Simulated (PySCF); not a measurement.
Mg(NMe2)(SeH) (C2H7MgNSe), SMILES C[N](C)[Mg][SeH].

Coordinates come from a PBE-D3(BJ)/def2-SVP optimisation. The values are those of a single conformer.

Method: TDDFT-PBE/def2-SVPD run with PySCF 2.14.0.

Vertical excitations. Isolated molecule, no solvent. State labels are in the subgroup Cs.

Question: Estimate the UV-visible absorptions. (Estimate from the structure and the level; the computed values follow.)

Answer: 
```tsv
state	symmetry	energy (eV)	λ (nm)	f	main pairs
S1	A'	2.52	493	0.011	HOMO→LUMO 100 %
S2	A"	3.53	351	0.000	HOMO→LUMO+2 100 %
S3	A'	3.68	337	0.052	HOMO→LUMO+1 90 %
S4	A"	3.83	323	0.043	HOMO−1→LUMO 100 %
S5	A'	3.96	313	0.023	HOMO→LUMO+3 92 %
S6	A'	4.54	273	0.009	HOMO→LUMO+4 100 %
S7	A"	4.76	261	0.000	HOMO−1→LUMO+1 98 %
S8	A'	4.90	253	0.013	HOMO−1→LUMO+2 65 %, HOMO−2→LUMO 34 %
S9	A'	5.29	234	0.020	HOMO→LUMO+5 99 %
S10	A"	5.30	234	0.008	HOMO−1→LUMO+3 97 %
T1	A'	2.31	536	0	HOMO→LUMO 100 %
T2	A'	3.25	382	0	HOMO→LUMO+1 98 %
T3	A"	3.50	354	0	HOMO→LUMO+2 100 %
T4	A"	3.58	347	0	HOMO−1→LUMO 99 %
```
Triplets are in the Tamm–Dancoff approximation, which puts them higher than full response would, so one can lie above its singlet here.
